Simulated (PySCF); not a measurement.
C₄H₄ClF, SMILES C(=C(C)Cl)=CF.

Geometry: PBE-D3(BJ)/def2-SVP. The structure was generated by enumeration, and PubChem lists no compound with its InChIKey, so it may never have been made.

The numbers are results of PBE-D3(BJ)/def2-SVP (PySCF), not measurements.

Frequencies are harmonic and unscaled.

Problem. List the normal modes with their intensities. (An estimate is asked for; the answer gives what the named calculation found.)

Solution. 
```csv
mode,ν (cm⁻¹),IR (km/mol),moving atoms (share of kinetic energy)
1,104,0.1,"C 36 %, Cl 29 %, F 29 %"
2,124,1.4,"C 53 %, F 30 %, H 16 %"
3,186,0.4,H 90 %
4,276,3.8,"C 50 %, H 26 %, F 16 %"
5,301,2.2,"C 49 %, H 26 %, Cl 18 %"
6,419,2.1,"C 64 %, H 17 %, F 9 %, Cl 9 %"
7,480,7.4,"C 60 %, Cl 31 %"
8,555,18.3,"C 74 %, F 14 %, H 9 %"
9,650,69.0,"C 72 %, Cl 10 %, F 9 %, H 9 %"
10,809,8.9,"H 67 %, C 32 %"
11,895,28.2,"C 59 %, H 37 %"
12,996,1.7,"H 66 %, C 34 %"
13,1055,156.1,"C 55 %, H 39 %"
14,1090,132.5,"C 68 %, F 23 %, H 9 %"
15,1230,7.3,"H 78 %, C 17 %"
16,1331,8.4,"H 77 %, C 23 %"
17,1382,7.2,"H 77 %, C 22 %"
18,1388,11.4,H 97 %
19,1435,37.1,"C 63 %, H 35 %"
20,2027,227.2,C 99 %
21,2975,7.2,H 97 %
22,3057,2.7,"H 91 %, C 9 %"
23,3091,6.7,"H 92 %, C 8 %"
24,3095,4.3,"H 90 %, C 10 %"
```
